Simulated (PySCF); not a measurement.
(Cl)3Hf-O-SiH3 (singlet state).
Bonds: Hf1–Cl2, Hf1–Cl3, Hf1–Cl4, Hf1–O5, O5–Si6. Hydrogens: H7, H8, H9 on Si6.

The calculation used PBE0-D3(BJ)/def2-SVP geometry optimisation, gas phase, def2 core potentials past Kr in PySCF.

Question: Give the optimised bond lengths and angles.

Answer: 
```json
{"bond": "Hf1–Cl2, Hf1–Cl3, Hf1–Cl4", "length (bohr)": "4.421"}
{"bond": "Hf1–O5", "length (bohr)": "3.602"}
{"bond": "O5–Si6", "length (bohr)": "3.173"}
{"bond": "Si6–H7, Si6–H8, Si6–H9", "length (bohr)": "2.815"}
```

Bonds in one row agree within 0.02 bohr and their mean is given. A selection of angles:
```json
{"angle": "Cl2–Hf1–Cl3", "degrees": "108.8"}
{"angle": "Cl2–Hf1–O5", "degrees": "108.7"}
{"angle": "Cl3–Hf1–Cl4", "degrees": "111.7"}
{"angle": "Cl4–Hf1–O5", "degrees": "108.1"}
{"angle": "Hf1–O5–Si6", "degrees": "175.7"}
{"angle": "O5–Si6–H7", "degrees": "108.7"}
{"angle": "H7–Si6–H8", "degrees": "110.3"}
```

Hf1 (hafnium bonded to 3 Cl and O) is tetrahedral (angles from 108.1° to 111.7°). Si6 (silicon bonded to O and 3 H) is tetrahedral (angles from 108.6° to 110.3°).

Point group: near C3, missed by 0.21 Å at most; the miss may be what the optimiser left on a soft mode. No frequency check.

Time: 3.2 min wall; peak memory 0.50 GiB. Hardware: Intel Xeon 6975P-C, one thread, shared host. This is the geometry optimisation.
